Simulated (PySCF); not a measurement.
M06 on Nd³⁺ (neodymium, charge +3)

Configuration: [Xe] 4f3, one real determinant. Calculation: PySCF 2.14, in cc-pVDZ-X2C; scalar relativity by spin-free X2C-1e.

```json
{
  "Total energy": "-9621.96 hartree",
  "One-electron energy": "-13072.70 hartree",
  "Hartree (Coulomb) energy": "3675.29 hartree",
  "Exchange-correlation energy": "-224.55 hartree",
  "⟨S²⟩": "3.7520",
  "⟨L²⟩": "34.001",
  "Sum of ⟨r⟩": "33.06 bohr",
  "Sum of ⟨r²⟩": "37.34 bohr²",
  "Traceless quadrupole moment −½Σ⟨3z² − r²⟩ along its main axis": "-0.0612 e·bohr²",
  "Langevin diamagnetic susceptibility": "-29.6 ×10⁻⁶ cm³/mol",
  "Time after the integrals": "of the order of 8 core-seconds"
}
```

```json
{"shell": "1s α", "electrons": "1", "mean orbital energy (eV)": "-43454.2", "spread (eV)": "0", "rms radius, mean of both spins (bohr)": "0.0269"}
{"shell": "1s β", "electrons": "1", "mean orbital energy (eV)": "-43454.1", "spread (eV)": "0", "rms radius, mean of both spins (bohr)": "0.0269"}
{"shell": "2s α", "electrons": "1", "mean orbital energy (eV)": "-7093.6", "spread (eV)": "0", "rms radius, mean of both spins (bohr)": "0.109"}
{"shell": "2s β", "electrons": "1", "mean orbital energy (eV)": "-7093.6", "spread (eV)": "0", "rms radius, mean of both spins (bohr)": "0.109"}
{"shell": "2p α", "electrons": "3", "mean orbital energy (eV)": "-6348.1", "spread (eV)": "0.049", "rms radius, mean of both spins (bohr)": "0.0978"}
{"shell": "2p β", "electrons": "3", "mean orbital energy (eV)": "-6348.0", "spread (eV)": "0.052", "rms radius, mean of both spins (bohr)": "0.0978"}
{"shell": "3s α", "electrons": "1", "mean orbital energy (eV)": "-1580.5", "spread (eV)": "0", "rms radius, mean of both spins (bohr)": "0.284"}
{"shell": "3s β", "electrons": "1", "mean orbital energy (eV)": "-1579.5", "spread (eV)": "0", "rms radius, mean of both spins (bohr)": "0.284"}
{"shell": "3p α", "electrons": "3", "mean orbital energy (eV)": "-1342.6", "spread (eV)": "0.244", "rms radius, mean of both spins (bohr)": "0.284"}
{"shell": "3p β", "electrons": "3", "mean orbital energy (eV)": "-1341.6", "spread (eV)": "0.302", "rms radius, mean of both spins (bohr)": "0.284"}
{"shell": "3d α", "electrons": "5", "mean orbital energy (eV)": "-1009.7", "spread (eV)": "0.147", "rms radius, mean of both spins (bohr)": "0.262"}
{"shell": "3d β", "electrons": "5", "mean orbital energy (eV)": "-1008.7", "spread (eV)": "0.360", "rms radius, mean of both spins (bohr)": "0.262"}
{"shell": "4s α", "electrons": "1", "mean orbital energy (eV)": "-346.00", "spread (eV)": "0", "rms radius, mean of both spins (bohr)": "0.643"}
{"shell": "4s β", "electrons": "1", "mean orbital energy (eV)": "-343.72", "spread (eV)": "0", "rms radius, mean of both spins (bohr)": "0.643"}
{"shell": "4p α", "electrons": "3", "mean orbital energy (eV)": "-267.19", "spread (eV)": "0.328", "rms radius, mean of both spins (bohr)": "0.683"}
{"shell": "4p β", "electrons": "3", "mean orbital energy (eV)": "-264.64", "spread (eV)": "0.495", "rms radius, mean of both spins (bohr)": "0.683"}
{"shell": "4d α", "electrons": "5", "mean orbital energy (eV)": "-153.77", "spread (eV)": "0.254", "rms radius, mean of both spins (bohr)": "0.757"}
{"shell": "4d β", "electrons": "5", "mean orbital energy (eV)": "-150.50", "spread (eV)": "0.733", "rms radius, mean of both spins (bohr)": "0.757"}
{"shell": "5s α", "electrons": "1", "mean orbital energy (eV)": "-70.738", "spread (eV)": "0", "rms radius, mean of both spins (bohr)": "1.53"}
{"shell": "5s β", "electrons": "1", "mean orbital energy (eV)": "-69.126", "spread (eV)": "0", "rms radius, mean of both spins (bohr)": "1.53"}
{"shell": "5p α", "electrons": "3", "mean orbital energy (eV)": "-50.118", "spread (eV)": "0.148", "rms radius, mean of both spins (bohr)": "1.75"}
{"shell": "5p β", "electrons": "3", "mean orbital energy (eV)": "-49.030", "spread (eV)": "0.234", "rms radius, mean of both spins (bohr)": "1.75"}
{"shell": "4f α", "electrons": "3", "mean orbital energy (eV)": "-34.612", "spread (eV)": "0.163", "rms radius, mean of both spins (bohr)": "1.08"}
```

⟨L²⟩ = 34.00 against 42 for a pure I term, so this real determinant mixes terms. Spin-orbit coupling, absent here, splits the open shell strongly.

Densities and radii are taken from the X2C orbitals without a picture-change correction, which distorts them close to the nucleus.
